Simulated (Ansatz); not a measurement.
The cluster Sn9O. Total charge 0; triplet. Geometry PBE-D4/def2-SVP, that of the neutral singlet; atoms count from 1.

Cartesian coordinates in Å:
```
O -3.2369 -0.8831 0.1720
Sn -2.9336 0.7384 1.4240
Sn 0.2254 -0.9667 -0.8192
Sn 3.2062 -0.4942 -1.2865
Sn -0.6785 1.9229 -0.2314
Sn 2.3201 1.7752 0.7802
Sn -2.4495 -2.1787 -1.1279
Sn 1.2576 1.5170 -2.3842
Sn -0.0343 0.0844 2.0681
Sn 2.3235 -1.5152 1.4049
```

In the def2 sets Sn takes a core potential; there is no spin–orbit coupling. At PBE0-D4/def2-SVP a singlet of charge 0 lies 1.04 eV below the triplet at the same geometry. The structure comes from a short search, and lower isomers may exist.

(1) Estimate the Mulliken populations from the PBE0/def2-SVP orbitals of Ansatz.

(2) Where does the spin sit?

(3) And the Mayer bond orders between bonded heavy atoms (over 0.3)?

## Answers

(1) 
```json
{"atom": "O1", "charge (e)": "-0.70", "spin (α − β)": "-0.05"}
{"atom": "Sn2", "charge (e)": "0.51", "spin (α − β)": "0.17"}
{"atom": "Sn3", "charge (e)": "-0.28", "spin (α − β)": "0.14"}
{"atom": "Sn4", "charge (e)": "0.05", "spin (α − β)": "0.11"}
{"atom": "Sn5", "charge (e)": "-0.08", "spin (α − β)": "0.15"}
{"atom": "Sn6", "charge (e)": "-0.02", "spin (α − β)": "0.20"}
{"atom": "Sn7", "charge (e)": "0.38", "spin (α − β)": "0.93"}
{"atom": "Sn8", "charge (e)": "0.10", "spin (α − β)": "0.11"}
{"atom": "Sn9", "charge (e)": "-0.07", "spin (α − β)": "0.14"}
{"atom": "Sn10", "charge (e)": "0.10", "spin (α − β)": "0.10"}
```
Mulliken values and Mayer orders depend strongly on the basis.

(2) Summed by element: O -0.05, Sn 2.05, of 2 unpaired in all. Largest on single atoms: Sn7 0.93, Sn6 0.20, Sn2 0.17.

(3) O1–Sn2 0.93 (2.07 Å); O1–Sn7 0.90 (2.00 Å); Sn2–Sn5 0.44 (3.04 Å); Sn2–Sn9 0.44 (3.04 Å); Sn3–Sn4 0.54 (3.05 Å); Sn3–Sn5 0.49 (3.08 Å); Sn3–Sn7 0.54 (2.95 Å); Sn3–Sn8 0.50 (3.11 Å); Sn3–Sn9 0.50 (3.08 Å); Sn3–Sn10 0.50 (3.11 Å); Sn4–Sn6 0.53 (3.19 Å); Sn4–Sn8 0.59 (3.01 Å); Sn4–Sn10 0.59 (3.01 Å); Sn5–Sn6 0.53 (3.17 Å); Sn5–Sn8 0.65 (2.92 Å); Sn5–Sn9 0.52 (3.01 Å); Sn6–Sn8 0.41 (3.35 Å); Sn6–Sn9 0.53 (3.17 Å); Sn6–Sn10 0.41 (3.35 Å); Sn9–Sn10 0.65 (2.93 Å).
